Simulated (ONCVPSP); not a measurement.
# An all-electron radial function and its pseudo partner (ruthenium (Ru))

Columns: radius, all-electron u(r) and pseudo u(r) of the 4d shell (level -6.21 eV) of ruthenium in the configuration [Ar] 3d10 4s2 4p6 4d7 5s0.5 5p0.5; LDA (Perdew-Wang 92), scalar-relativistic, ONCV scheme, ONCVPSP 4.0.1.

| r (bohr) | all-electron | pseudo |
| --- | --- | --- |
| 0.098 | -0.1555 | 0.0023 |
| 0.195 | -0.3654 | 0.0171 |
| 0.292 | -0.3682 | 0.0545 |
| 0.390 | -0.2105 | 0.1202 |
| 0.488 | 0.0115 | 0.2132 |
| 0.585 | 0.2317 | 0.3254 |
| 0.682 | 0.4218 | 0.4470 |
| 0.780 | 0.5719 | 0.5669 |
| 0.878 | 0.6800 | 0.6722 |
| 0.975 | 0.7502 | 0.7538 |
| 1.072 | 0.7905 | 0.8082 |
| 1.170 | 0.8077 | 0.8351 |
| 1.268 | 0.8073 | 0.8371 |
| 1.365 | 0.7944 | 0.8200 |
| 1.463 | 0.7727 | 0.7903 |
| 1.560 | 0.7454 | 0.7549 |
| 1.658 | 0.7142 | 0.7179 |
| 1.755 | 0.6813 | 0.6821 |
| 1.852 | 0.6474 | 0.6474 |
| 1.950 | 0.6131 | 0.6130 |
| 2.047 | 0.5795 | 0.5795 |
| 2.145 | 0.5465 | 0.5465 |
| 2.242 | 0.5150 | 0.5149 |
| 2.340 | 0.4844 | 0.4844 |
| 2.438 | 0.4552 | 0.4552 |
| 2.535 | 0.4278 | 0.4277 |

**Question.** How many radial nodes do the two functions have?

**Answer.** The all-electron 4d function has n − l − 1 = 1; the pseudo-wave has 0, since the states of the same l below it are removed with the core.

**Question.** At about which radius was the pseudo-wave matched?

**Answer.** 1.95 bohr. The columns agree to 0.0005 from 1.85 bohr on; several derivatives are matched, so the curves merge somewhat inside the radius.

**Question.** Is the pseudo-wave norm-conserving?

**Answer.** Yes: the ONCV scheme keeps the norm inside the radius equal to the all-electron one, which fixes the energy derivative of the logarithmic derivative at the level.
